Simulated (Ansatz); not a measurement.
`OC#CC[SiH3]` → `[CH2]` (triplet) + `OC#C[SiH3]` at 400 K and 1 bar (formal loss of a carbene).

Calculated with Ansatz (gas phase, PBE0-D4/def2-TZVP geometries, no zero-point term in ΔE). CBS: MP2 limit from def2 TZ/QZ plus the TZ coupled-cluster correction, frozen cores. This one scheme is used for every species. Triplets are unrestricted, without spin–orbit coupling. Each species was taken in one conformer, which may not be the lowest.

```tsv
species	CCSD(T)/CBS energy (Eh)	H − E (kJ/mol)	S (J/(mol·K))
`OC#CC[SiH3]`	-481.92830	234.0	383.2
`[CH2]` (triplet)	-39.09499	59.0	205.7
`OC#C[SiH3]`	-442.68068	155.5	353.6
```

H − E and S are ideal-gas, rigid-rotor, harmonic terms from PBE0-D4/def2-TZVP, for one conformer and one mirror image of each species, with the whole ground term of open shells counted as degenerate. 1 Eh = 2625.50 kJ/mol, R = 8.31446 J/(mol·K).

Task: By hand: ΔE, ΔH, ΔS and ΔG.

Result: ΔE = (-39.09499) + (-442.68068) − (-481.92830) = 0.15263 Eh = 400.7 kJ/mol. Δ(H − E) = 59.0 + 155.5 − 234.0 = -19.5, so ΔH = 381.2 kJ/mol. ΔS = 205.7 + 353.6 − 383.2 = 176.1 J/(mol·K). ΔG = 381.2 − 400 × (176.1)/1000 = 310.8 kJ/mol.

Task: By hand: the equilibrium constant, and the temperature at which ΔG would vanish if ΔH and ΔS stayed fixed.

Result: log₁₀ K = −ΔG/(RT ln 10) = -40.6. ΔG = 0 at ΔH/ΔS = 2165 K.

The number of gas molecules changes by +1, which sets the sign of ΔS. A doubt of 5 kJ/mol in ΔE shifts log₁₀ K by 0.7 here. Other conformers and mirror images would add mixing entropy, several J/(mol·K) or more a flexible species. Modes under 60 cm⁻¹, often nearly free rotors, make the harmonic entropy too high. A triplet takes part, so the spin changes. These are equilibria of isolated gas molecules and say nothing of rates. Largest T1 diagnostic: 0.013 (customary marks: 0.02 for closed shells, 0.045 for open ones).
